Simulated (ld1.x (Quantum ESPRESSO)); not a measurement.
## Ge (Z = 32) TM: all-electron and pseudo phase curves

| Property | Result |
| --- | --- |
| Element | Ge |
| Generator | ld1.x (Quantum ESPRESSO) 7.5 |
| Type | norm-conserving Troullier–Martins (Kleinman–Bylander form) |
| Functional | PW91 |
| Relativity | scalar-relativistic |
| Frozen core | [Ar] 3d10 |
| Valence charge | 4 |
| Reference configuration | 4s2 4p1.5 (charge +0.5) |
| Partial waves | 4s (bound): rc 1.45 bohr; 4p (bound): rc 2.30 bohr |
| Local potential | the p channel |
| Core correction | Bessel-smoothed model core inside 1.30 bohr |

The phase is arctan(r·u′/u) with u = r·R(r), unwrapped; energies in Ry, scanned from -3 to 5 Ry. A pole is an energy at which the radial function vanishes at the test radius. The pseudo phase is shifted by a multiple of π to meet the all-electron one at the reference energy, and phase errors are pseudo minus all-electron; the curves can meet again beyond the range given. Levels narrower than the energy grid can be missing from the lists of poles.

Problem. For each channel, where are the poles, and over which energies does the pseudopotential scatter like the atom?

Solution.

```csv
channel,radius (bohr),reference energy (Ry),"poles, all-electron","poles, pseudo",unbroken range about the reference energy with phases within 0.05 rad,phase error 1 Ry above the reference energy (rad)
s,2.50,-1.15,-0.07,-0.06,below 2.2,+0.002
p,2.50,-0.55,1.12,1.08,below 2.9,-0.004
```

Phases in the s channel:

```csv
E (Ry),all-electron,pseudo
-3.00,1.230,1.231
-2.52,1.142,1.143
-2.04,0.943,0.944
-1.56,0.216,0.218
-1.08,-1.053,-1.053
-0.60,-1.423,-1.422
-0.12,-1.561,-1.558
0.36,-1.641,-1.636
0.84,-1.703,-1.696
1.32,-1.766,-1.752
1.80,-1.841,-1.815
2.28,-1.954,-1.900
2.76,-2.164,-2.033
3.24,-2.671,-2.288
3.72,-3.612,-2.853
4.20,-4.162,-3.670
4.68,-4.384,-4.132
```
